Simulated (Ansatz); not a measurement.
Reaction (SMILES): [SiH3][Si](Cl)(Cl)Cl → [SiH3][Si](Cl)Cl + Cl atom (the Cl-Si bond breaks)

Wanted: bond dissociation energy (enthalpy at 298 K), in kcal/mol. Set-up: 6-311+G** with 5d, 6d on Na to Ar in Ansatz (a first-principles code); six Cartesian d functions in 6-31G* and its kin unless marked 5d; non-relativistic; UHF or UKS for open shells; no spin-orbit coupling; no dispersion term unless named; LANL2DZ with its own core potentials from Na on; frozen cores in correlated levels. Basis-set limits of correlation are two-point, X^-3; Hartree-Fock from the larger set. Ab initio and DFT rows: single points at B3LYP-D3(BJ) geometries (Ansatz), with unscaled harmonic terms from B3LYP/6-31G* (Ansatz) at its own minima.

Coupled cluster (Ansatz) is a level with limits of its own, used here on species with T1 under 0.025 (0.045 for open shells) and stable references: CCSD(T)/CBS(aug-cc-pV(T+d)Z,aug-cc-pV(Q+d)Z).

Value to compare with, CCSD(T)/CBS(aug-cc-pV(T+d)Z,aug-cc-pV(Q+d)Z) (Ansatz): 109.9 kcal/mol.

| level | program | bond dissociation energy (enthalpy at 298 K) (kcal/mol) | difference |
|---|---|---|---|
| PBE/STO-3G | Ansatz | 106.4 | -3.5 |
| PBE/3-21G | Ansatz | 85.2 | -24.7 |
| PBE/LANL2DZ | Ansatz | 79.5 | -30.4 |
| PBE/6-31G* | Ansatz | 100.8 | -9.1 |
| PBE/def2-SVP | Ansatz | 103.4 | -6.5 |
| PBE/6-311+G** | Ansatz | 99.5 | -10.4 |
| PBE/def2-TZVPD | Ansatz | 103.5 | -6.4 |

Among the 6 habitual levels, PBE/LANL2DZ lies farthest from CCSD(T)/CBS(aug-cc-pV(T+d)Z,aug-cc-pV(Q+d)Z) (Ansatz) (-30.4 kcal/mol) and PBE/STO-3G nearest (-3.5); 0 of 6 lie above it, and their mean absolute difference is 14.1 kcal/mol, the median 9.8. One case shows no general order.

The sets are all those run for this method; left out are runs that failed, that the program found above a lower state of the same kind, or whose <S^2> lies over 0.5 above the pure value.
